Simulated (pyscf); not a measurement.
•O–Sn(Cl)(Cl)–Cl, doublet

Gas-phase minimum from PySCF at ωB97X-D3(BJ)/def2-SVP, one conformer. Other isomers of •O–Sn(Cl)(Cl)–Cl were not searched in full and may lie lower. 

SMILES: [O][Sn]([Cl])([Cl])[Cl]
```xyz
5

O      0.5797     0.6353     0.2813
Sn    -1.0797    -0.4653     0.1553
Cl    -0.5076    -2.3476    -1.0348
Cl    -2.7418     0.6966    -0.9313
Cl    -1.8030    -1.0126     2.2693
```
Charge 0, spin multiplicity 2.

Bonds (Å): O1–Sn2 1.995, Sn2–Cl3 2.299, Sn2–Cl4 2.301, Sn2–Cl5 2.300. Bond angles (°): O1–Sn2–Cl3 106.1, O1–Sn2–Cl4 110.6, O1–Sn2–Cl5 109.6, Cl3–Sn2–Cl4 110.4, Cl3–Sn2–Cl5 111.0, Cl4–Sn2–Cl5 109.1.

Properties at ωB97X-D3(BJ)/def2-SVP:

| Item | Value |
|---|---|
| Harmonic wavenumbers, unscaled | 57, 105, 127, 138, 149, 390, 426, 430, 638 cm⁻¹ |
| Zero-point energy | 3.5 kcal/mol |
| Rotational symmetry number | 1 |
| Entropy of this conformer at 298 K and 1 atm, rigid rotor and harmonic oscillator, modes under 100 cm⁻¹ raised to 100 | 383.6 J/(mol K) |
| Dipole moment | 0.47 D |
| Spin expectation value S2 | 0.754 |

Single-point totals, which compare only within one level:

```tsv
level	total energy (hartree)
ωB97X-D3(BJ)/def2-TZVP	-1670.37206
PBE/def2-TZVP	-1669.62413
r²SCAN/def2-TZVP	-1670.22678
B3LYP-D3(BJ)/def2-TZVP	-1670.39016
PBE0-D3(BJ)/def2-TZVP	-1669.74674
M06-2X/def2-TZVP	-1670.13519
ωB97M-D3(BJ)/def2-TZVP	-1670.46810
```

Soft torsions are taken as harmonic, which can shift the entropy by several J/(mol K). Elements past Kr carry the def2 core potentials, without spin-orbit coupling.
